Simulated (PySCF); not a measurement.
**Dipole moment and polarisability of PPAsAs tetrahedron**

Compound: PPAsAs tetrahedron, As2P2.
Structure used (PBE0-D3(BJ)/def2-SVP), in Å, numbered top down from 1:
```
atom  x, y, z in Å
P1    -0.871   -0.926   -0.537
P2    -0.760    1.081    0.396
As3    0.957    0.423   -1.023
As4    0.675   -0.577    1.163
```

Level: wB97X-D/def2-SVPD (PySCF), static field, nuclei fixed, core orbitals frozen in the response. The polarisability tensor in these axes (au):

```
x   101.75   0.06  -0.75
y     0.06  98.03  -4.50
z    -0.75  -4.50 105.74
```

Give the principal values, the mean and the anisotropy Δα = √{½[(α1 − α2)² + (α2 − α3)² + (α1 − α3)²]}.

Principal values 95.95, 101.68 and 107.89 au; mean 101.84 au = 15.09 Å³ = 16.79 × 10⁻⁴⁰ C²·m²/J; Δα = 10.35 au (10 % of the mean).

What is the dipole moment, and where does it point?

(0.65, -0.06, 0.06) D, 0.66 D in size, pointing from the negative to the positive side. Measured along this direction, the outermost atoms are P1 and P2 at the negative end and As3 and As4 at the positive end.

Refractivity n − 1 of an ideal gas of it at 350 K and 1 atm, from the electronic α?

N = p/kT = 2.0968 × 10¹⁹ cm⁻³, so n − 1 = 2π × N × 15.09 × 10⁻²⁴ cm³ = 1988 × 10⁻⁶ at long wavelengths, for an ideal gas.

Sum over states: ᾱ = Σ f/ω², ω in Eh. What share falls to these 10 lowest TDDFT singlets (eV, f)? 4.70, 0.0007; 4.80, 0.0002; 4.84, 0.0000; 5.11, 0.0071; 5.11, 0.0077; 5.12, 0.0001; 5.25, 0.0067; 5.29, 0.0112; 5.44, 0.0020; 5.47, 0.0146.

They add up to 1.34 au, 1.3 % of the 101.84 au; the largest single term is 0.36 au, from the state at 5.47 eV. Terms in order: 0.02, 0.01, 0.00, 0.20, 0.22, 0.00, 0.18, 0.30, 0.05, 0.36 au. Higher excitations give the rest. The strengths listed sum to 0.050.

Directions of the eigenvectors, and the extent of the frame along each?

Largest value along (-0.11, -0.41, 0.90), where the nuclei span 2.42 Å; middle along (0.99, -0.09, 0.09), 1.65 Å; least along (0.05, 0.91, 0.42), 2.22 Å. The strongest response lies along the longest span, while the other two are in reverse order.

Isolated species at its PBE0-D3(BJ)/def2-SVP geometry, gas phase. The calculation is non-relativistic, for arsenic too.

The run behind these numbers computed excited states as well. On an Arm Neoverse V2 with one thread, no GPU, shared host, this took 9.3 s.

Note: wB97X-D ran without an empirical dispersion term, which enters the total energy and its gradient alone.
